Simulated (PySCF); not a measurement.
Ge(H)(F)2(Et), C₂H₆F₂Ge, SMILES C[CH2][GeH]([F])[F], PBE0/def2-SVP optimised geometry.

```
11

Ge    -1.41     0.35     0.00
F     -1.96    -0.57     1.37
F     -1.95    -0.57    -1.37
C      0.52     0.35     0.00
C      1.10    -1.06    -0.06
H     -2.20     1.66     0.00
H      0.84     0.96    -0.86
H      0.84     0.88     0.91
H      0.78    -1.59    -0.97
H      2.20    -1.04    -0.06
H      0.77    -1.66     0.80
```

Density from PySCF 2.14.0 with PBE0/def2-TZVP at that geometry.

Minimum of the electron density along straight lines between bonded atoms, close to the bond critical point (lines longer than 1.1 times the sum of covalent radii, or with two minima, are not listed):

```tsv
bond	length / Å	ρ at the minimum / e bohr⁻³	∇²ρ there / e bohr⁻⁵	position (fraction from the first atom)
Ge1–F2	1.736	0.142	0.82	0.48
Ge1–F3	1.737	0.142	0.82	0.48
Ge1–C4	1.932	0.137	0.06	0.47
C4–C5	1.525	0.241	-0.58	0.51
Ge1–H6	1.532	0.139	0.03	0.59
C4–H7	1.103	0.269	-0.89	0.64
C4–H8	1.103	0.269	-0.89	0.64
C5–H9	1.100	0.274	-0.92	0.64
C5–H10	1.101	0.272	-0.91	0.64
C5–H11	1.100	0.273	-0.92	0.64
```
